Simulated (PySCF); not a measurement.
## GaH + 2 Cl₂ → GaCl₃ + HCl

Level: PBE0 in the def2-TZVP basis family, all electrons, no relativity, computed in PySCF with density fitting; open shells unrestricted.

| species | state and structure | ZPE (kJ/mol) | H(298 K) − H(0) (kJ/mol) | S° (J/(mol K)) |
| --- | --- | --- | --- | --- |
| GaH | singlet, C∞v, Ga–H 1.681 Å | 9.6 | 8.7 | 199.6 |
| Cl₂ | singlet, D∞h, Cl–Cl 1.982 Å | 3.5 | 9.1 | 222.5 |
| GaCl₃ | singlet, D3h, Ga–Cl 2.113 Å (×3) | 10.3 | 17.4 | 325.3 |
| HCl | singlet, C∞v, H–Cl 1.279 Å | 17.9 | 8.7 | 186.6 |

Task: Is the gas-phase reaction uphill or downhill in electronic energy at this level, and by how much?

Result: At PBE0/def2-TZVP, ΔE = -756.3 kJ/mol, downhill. 

Task: Add zero-point, thermal and entropy terms for 298.15 K and 1 bar.

Result: ΔZPE = 11.6 and Δ[H(298) − H(0)] = -0.8 kJ/mol give ΔH° = -745.5 kJ/mol. ΔS° = -132.7 J/(mol K), so ΔG° = -745.5 − 298.15 × (-0.1327) = -706 kJ/mol.

Only the bonding shown was studied: isomers, or loss of a ligand pair, can lie lower.
